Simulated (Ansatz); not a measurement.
`N[AsH][SiH3]` + H₂S → `N[AsH]S` + SiH₄ at 298.15 K and 1 bar (cleavage of the As–Si bond).

Calculated with Ansatz (gas phase, PBE0-D4/def2-TZVP geometries, no zero-point term in ΔE). CBS: MP2 limit from def2 TZ/QZ plus the TZ coupled-cluster correction, frozen cores. This one scheme is used for every species. For As outer-core shells are correlated without core-valence functions, which leaves a few kJ/mol of doubt a bond. Scalar relativity is left out up to krypton. Each species was taken in one conformer, which may not be the lowest.

```json
{"species": "`N[AsH][SiH3]`", "CCSD(T)/CBS energy (Eh)": "-2582.38925", "H − E (kJ/mol)": "173.9", "S (J/(mol·K))": "326.1"}
{"species": "H₂S", "CCSD(T)/CBS energy (Eh)": "-398.97279", "H − E (kJ/mol)": "49.9", "S (J/(mol·K))": "205.7"}
{"species": "`N[AsH]S`", "CCSD(T)/CBS energy (Eh)": "-2689.90174", "H − E (kJ/mol)": "131.5", "S (J/(mol·K))": "314.8"}
{"species": "SiH₄", "CCSD(T)/CBS energy (Eh)": "-291.46306", "H − E (kJ/mol)": "92.1", "S (J/(mol·K))": "204.8"}
```

H − E and S are ideal-gas, rigid-rotor, harmonic terms from PBE0-D4/def2-TZVP, for one conformer and one mirror image of each species. 1 Eh = 2625.50 kJ/mol, R = 8.31446 J/(mol·K).

Question: By hand: ΔE, ΔH, ΔS and ΔG.

Answer: ΔE = (-2689.90174) + (-291.46306) − (-2582.38925) − (-398.97279) = -0.00276 Eh = -7.2 kJ/mol. Δ(H − E) = 131.5 + 92.1 − 173.9 − 49.9 = -0.2, so ΔH = -7.4 kJ/mol. ΔS = 314.8 + 204.8 − 326.1 − 205.7 = -12.2 J/(mol·K). ΔG = -7.4 − 298.15 × (-12.2)/1000 = -3.8 kJ/mol.

Question: By hand: the equilibrium constant, and the temperature at which ΔG would vanish if ΔH and ΔS stayed fixed.

Answer: log₁₀ K = −ΔG/(RT ln 10) = 0.7. ΔG = 0 at ΔH/ΔS = 607 K, though so small a ΔH makes that figure unsure.

TΔS isn't small against ΔH here. The sign of ΔG lies within the doubt. A doubt of 5 kJ/mol in ΔE shifts log₁₀ K by 0.9 here. Other conformers and mirror images would add mixing entropy, several J/(mol·K) or more a flexible species. These are equilibria of isolated gas molecules and say nothing of rates. Largest T1 diagnostic: 0.011 (customary marks: 0.02 for closed shells, 0.045 for open ones).
